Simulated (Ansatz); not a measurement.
```xyz
8

Na   -1.1144   -1.1144   -1.1144
Cl   -1.2913   -1.2913    1.2913
Cl   -1.2913    1.2913   -1.2913
Na   -1.1144    1.1144    1.1144
Cl    1.2913   -1.2913   -1.2913
Na    1.1144   -1.1144    1.1144
Na    1.1144    1.1144   -1.1144
Cl    1.2913    1.2913    1.2913
```

RHF on singlet Na4Cl4 was run in several spherical basis sets with Ansatz (development build ahead of 0.2.0). Caution for RHF: no unrestricted run beside it, a lower state can exist.

Rank the basis sets by the total energy that they give, lowest first, with the distance from the lowest.
A. 6-31G(d)
B. def2-SVP
C. cc-pVDZ

C (0.00 eV), A (3.85 eV), B (21.97 eV).

Totals follow the description of the cores as much as that of the bonds, so this order isn't one of quality for chemistry.
